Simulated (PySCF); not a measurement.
# Continuum solvent and chemical shifts

Atoms are numbered as in `[O:1]=[C:2]([F:3])[c:4]1[cH:5][cH:6][cH:7][cH:8][cH:9]1`; H(Xn) means a hydrogen on atom n.

GIAO PBE0/pcSseg-1 in PySCF 2.14 on one PBE0-D3(BJ)/def2-SVP conformer, non-relativistic, equivalent nuclei averaged. Solvents enter as an IEF-PCM continuum (chloroform with ε = 4.7, dichloromethane with ε = 8.9, methanol with ε = 32.6) around the gas-phase geometry. Shifts are referred to TMS, CFCl3 computed in the same medium.

In chloroform, δ in ppm: C2 165.7, C7 143.7, C5/C9 139.4, C6/C8 135.7, C4 129.4, F3 13.7, H(C5)/H(C9) 8.39, H(C7) 8.02, H(C6)/H(C8) 7.86. Dipole moment 4.62 D.

(1) How does each δ change in the more polar media?

(2) Which nuclei move most (in ppm), and what does the model miss?

Answers

(1) 
```
      atoms                  environment  Δδ, dichloromethane  Δδ, methanol
         C2              carbonyl carbon                 +0.5          +0.9
         C7                  aromatic CH                 +0.6          +1.1
      C5/C9                  aromatic CH                 +0.2          +0.4
      C6/C8                  aromatic CH                 +0.3          +0.6
         C4  substituted aromatic carbon                  0.0          -0.1
         F3         fluorine bonded to C                 +0.3          +0.6
H(C5)/H(C9)   hydrogen on an aromatic CH                +0.02         +0.03
      H(C7)   hydrogen on an aromatic CH                +0.05         +0.10
H(C6)/H(C8)   hydrogen on an aromatic CH                +0.04         +0.08
```

Changes are relative to chloroform. The dipole moment becomes 4.76 D in dichloromethane, 4.89 D in methanol.

(2) C7 (aromatic CH, +1.1 ppm) in methanol. A continuum only polarises the solute; specific hydrogen bonds, the anisotropy of aromatic solvents and changes of geometry or conformer are outside it.
